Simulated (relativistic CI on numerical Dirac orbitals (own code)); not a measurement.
# Transition arrays of Zr20+

Calculated at this level of theory: Dirac-Coulomb-Breit CI, separate exchange-only KLI orbitals for each configuration, QED by a radiative potential, valence Slater integrals scaled by 0.9, whole transition arrays (own radial code, finite nucleus).

Configuration list (outside the closed core [Ne] 3s2): 3p⁶3d², 3p⁶3d4f, 3p⁵3d³, 3p⁶3d4p, 3p⁶3d5f. Levels of other configurations are missing.

All E1 lines from the levels of 3p⁶3d²; mean and standard deviation are weighted by gf, and upper levels are sorted by their leading configuration.

```tsv
Upper configuration	Lines	Σgf	Mean (eV)	Mean (nm)	σ (eV)	Strongest line (nm)
3p⁶3d4f	81	73.5	469.90	2.639	3.61	2.636
3p⁵3d³	466	73.7	155.75	7.961	10.77	7.656
3p⁶3d4p	60	3.2	376.27	3.295	3.49	3.302
3p⁶3d5f	81	20.6	610.41	2.031	3.81	2.036
```

Σgf per state of the lower configuration in bins of 0.2 nm over the central range (centre: value): 2.1: 0.46, 2.7: 1.63, 3.3: 0.07, 7.3: 0.09, 7.5: 0.32, 7.7: 0.44, 7.9: 0.20, 8.1: 0.13, 8.3: 0.14, 8.5: 0.09, 8.7: 0.05, 8.9: 0.05, 9.1: 0.03.

How do configuration mixing and the scaling of the Slater integrals move the arrays?

Slater scale 0.9, no configuration mixing: 3p⁶3d4f 469.6 ± 3.5 eV (Σgf 68.4), 3p⁵3d³ 155.8 ± 10.7 eV (Σgf 76.0), 3p⁶3d4p 376.3 ± 3.4 eV (Σgf 3.7), 3p⁶3d5f 610.3 ± 3.8 eV (Σgf 17.3); Slater scale 1: 3p⁶3d4f 470.2 ± 3.9 eV (Σgf 74.2), 3p⁵3d³ 158.6 ± 11.5 eV (Σgf 74.7), 3p⁶3d4p 376.3 ± 3.8 eV (Σgf 3.2), 3p⁶3d5f 610.5 ± 4.2 eV (Σgf 20.9); Slater scale 0.8: 3p⁶3d4f 469.6 ± 3.3 eV (Σgf 72.7), 3p⁵3d³ 152.9 ± 10.0 eV (Σgf 72.6), 3p⁶3d4p 376.2 ± 3.2 eV (Σgf 3.3), 3p⁶3d5f 610.3 ± 3.5 eV (Σgf 20.4). With mixing, levels are counted to their leading configuration, so an array can shrink or vanish into another, and the sums then hold other lines.
